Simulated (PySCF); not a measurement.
**Functional benchmark on one molecule**

Molecule: SMILES NNc1ccccc1, C$_{6}$H$_{8}$N$_{2}$.

Geometry (Å), atoms numbered from 1 in this order:
```xyz
16

N    -2.7578   -0.6702   -0.2295
N    -1.8983    0.3910   -0.0674
C    -0.5286    0.2625    0.0003
C     0.0886   -0.9904    0.1561
C     1.4759   -1.0846    0.2444
C     2.2788    0.0512    0.1795
C     1.6679    1.2980    0.0236
C     0.2873    1.4085   -0.0660
H    -2.8162   -1.2203    0.6264
H    -2.4525   -1.2898   -0.9830
H    -2.2688    1.2831   -0.3661
H    -0.5235   -1.8918    0.2128
H     1.9332   -2.0700    0.3668
H     3.3652   -0.0305    0.2485
H     2.2790    2.2027   -0.0312
H    -0.1790    2.3904   -0.1876
```

Geometry PBE0-D3(BJ)/def2-SVP throughout; GIAO in PySCF 2.14, gas phase, one conformer, non-relativistic; equivalent atoms averaged; basis pcSseg-1.

Reference values (measured; solution, CDCl3, 309 K; Shapiro, Mohrmann, J. Phys. Chem. Ref. Data 1977, 6, 919): δ(H12/H16) = 6.70 ppm, δ(H13/H15) = 7.17 ppm, δ(H14) = 6.76 ppm. Computed shifts are taken against TMS, calculated as an isolated molecule at each level.

Question: How do the functionals HF, BLYP, BP86, PBE0, CAM-B3LYP, wB97X-D perform against the reference? Times are CPU seconds on 1 thread of an Arm Neoverse V1, shared host; the GGAs took longer than the global hybrids here, which isn't the general rule, and the cause wasn't traced.

Answer: 
```csv
functional,kind,H12/H16,H13/H15,H14,mean abs. error H,core-s
HF,Hartree–Fock,6.49,7.53,6.77,0.19,10
BLYP,GGA,6.13,6.96,6.49,0.35,31
BP86,GGA,6.25,7.08,6.60,0.23,30
PBE0,global hybrid,6.39,7.27,6.74,0.14,18
CAM-B3LYP,range-separated hybrid,6.36,7.26,6.71,0.16,26
wB97X-D,range-separated hybrid,6.42,7.31,6.76,0.14,25
```

For $^{1}$H the closest is wB97X-D (0.14 ppm, with PBE0, CAM-B3LYP practically level) and the furthest BLYP (0.35 ppm). One molecule is a small sample, and vibrational and solvent effects are absent from the calculation.
